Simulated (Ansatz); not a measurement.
Ligand exchange: InH3 + SnH3(SH) → InH2(SH) + SnH4

Species: InH3 `[InH3]`, singlet; SnH3(SH), singlet; InH2(SH), singlet; SnH4 `[SnH4]`, singlet. The partners trade H for SH: In–H and Sn–SH bonds give way to In–SH and Sn–H.

Shapes, held fixed at every level: PBE0-D4/def2-TZVP. Programs: Ansatz 0.2.0. The zero-point and thermal change to 298 K, harmonic and unscaled (PBE0-D4/def2-TZVP), is +2.4 kJ/mol.

| level | kind | ΔH(298 K) (kJ/mol) | less CCSD(T)/def2-TZVPP |
| --- | --- | --- | --- |
| PBE-D4/def2-TZVPP | GGA | -44.6 | +2.1 |
| r2SCAN-D4/def2-TZVPP | meta-GGA | -46.1 | +0.6 |
| BHLYP-D4/def2-TZVPP | global hybrid | -42.6 | +4.1 |
| PBE0-D4/def2-TZVPP | global hybrid | -43.5 | +3.2 |
| r2SCAN0-D4/def2-TZVPP | global hybrid | -45.1 | +1.6 |
| MP2/def2-TZVPP | perturbation theory | -47.4 | -0.7 |
| CCSD/def2-SVP | coupled cluster or CI | -47.3 | -0.6 |
| CCSD(T)/def2-TZVPP | coupled cluster or CI | -46.7 | 0.0 |

The highest level, CCSD(T)/def2-TZVPP, gives ΔH(298 K) = -46.7 kJ/mol; the levels span -47.4 to -42.6. The column of differences is taken from that level and isn't an error. No measured value is set beside it here. For atoms past krypton def2 sets carry core potentials with scalar relativity. Correlated rows may include outer-core shells of In, Sn, which these sets cover unevenly.
